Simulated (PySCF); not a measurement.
B(Br)3 cation (BBr3), SMILES BrB(Br)Br (connectivity only; charge and spin as stated), charge +1, multiplicity 2.

Geometry optimised at PBE-D3(BJ)/def2-SVP. The multiplicity is an assumed one; no other spin state was optimised. The isomer is the one that the SMILES or the coordinates give; other isomers of the formula were not compared.

Level of theory: TDA-PBE/def2-SVPD run with PySCF.

Vertical excitations; the highest root listed may be one member of a degenerate set. Gas-phase values at a fixed geometry.

Give excitation energies, oscillator strengths and character. (Estimate from the structure and the level; the computed values follow.)


| state | energy (eV) | λ (nm) | f | main pairs |
|---|---|---|---|---|
| root 1 | 0.69 | 1786 | 0.000 | β HOMO→LUMO (degenerate set) |
| root 2 | 0.69 | 1786 | 0.000 | β HOMO−1→LUMO (degenerate set) |
| root 3 | 1.75 | 709 | 0.050 | β HOMO−3→LUMO (degenerate set) |
| root 4 | 1.75 | 709 | 0.050 | β HOMO−2→LUMO (degenerate set) |
| root 5 | 2.24 | 554 | 0.000 | β HOMO−4→LUMO 100 % |
| root 6 | 3.77 | 329 | 0.028 | β HOMO−5→LUMO (degenerate set) |
| root 7 | 3.77 | 329 | 0.028 | β HOMO−6→LUMO (degenerate set) |
| root 8 | 4.68 | 265 | 0.001 | α HOMO−1→LUMO, β HOMO→LUMO+1 (degenerate set) |
| root 9 | 4.68 | 265 | 0.001 | α HOMO−2→LUMO, β HOMO−1→LUMO+1 (degenerate set) |
| root 10 | 4.78 | 260 | 0.000 | α HOMO→LUMO 100 % |
Unrestricted roots are not spin-pure.
